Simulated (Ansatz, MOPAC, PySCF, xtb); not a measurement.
Spectroscopic constants of SiSe, closed-shell singlet (the spin of the measured ground state). No spin–orbit coupling. Se is treated without relativity.

The constants come from a fifth-degree fit in 1/R (seven points, main isotopes). In def2 and cc sets the state is the lowest found near the PBE0 minimum, followed along R. The singlet is held restricted. HF and MP2 rows in def2 and cc sets belong to the determinant that coupled cluster picked by its CCSD energy.

Correlated levels freeze the inner cores; with def2 sets outer-core shells near the valence are correlated too. CBS: X⁻³ extrapolation of the correlation energy, Hartree–Fock from the larger set. Rows in LANL2DZ carry no dispersion term and start afresh at each structure. LANL2DZ brings its own core potentials from Na on. The state that AM1 reach isn't checked.

Run with Ansatz (a quantum-chemistry and plane-wave program); MOPAC for AM1 (differences of heats of formation); PySCF for LANL2DZ rows; xtb for the GFN methods. 

D_e counts from each atom's lowest state at the same level, without counterpoise or zero-point energy.

| level | r_e (Å) | ω_e (cm⁻¹) | ω_e x_e (cm⁻¹) | D_e (eV) | dipole (D) |
|---|---|---|---|---|---|
| AM1 | 2.100 | 369 | -1.6 | - | - |
| GFN1-xTB | 2.078 | 684 | 2.4 | - | - |
| B3LYP/LANL2DZ | 2.154 | 514 | 1.3 | - | 1.58 |
| wB97X-V/def2-TZVPP | 2.045 | (withheld) | 1.4 | 5.59 | 1.58 |
| MP2/CBS(def2-TZVPP, def2-QZVPP) | 2.054 | 596 | 1.5 | - | - |
| SCS-MP2/def2-TZVPP | 2.068 | 592 | 1.5 | - | - |
| CCSD/def2-QZVPP | 2.053 | 608 | 1.5 | 5.28 | - |
| CCSD(T)/CBS(def2-TZVPP, def2-QZVPP) | (withheld) | (withheld) | 1.6 | 5.73 | - |

Question: Fill in the missing entries.

Answer: 
- CCSD(T)/CBS(def2-TZVPP, def2-QZVPP), r_e (Å): 2.061
- CCSD(T)/CBS(def2-TZVPP, def2-QZVPP), ω_e (cm⁻¹): 587
- wB97X-V/def2-TZVPP, ω_e (cm⁻¹): 622

Measured for the ground state: r_e 2.0583 Å [microwave values compiled in ACS Omega 2, 8373 (2017)]. D_0 5.537 ± 0.14 eV (a handbook's tabulated 298 K bond energy less 3RT/2; such tables hold older values) [Luo, bond dissociation energies, CRC Handbook]. dipole 1.1 D [compilation of Liu, Meijer and Pérez-Ríos].
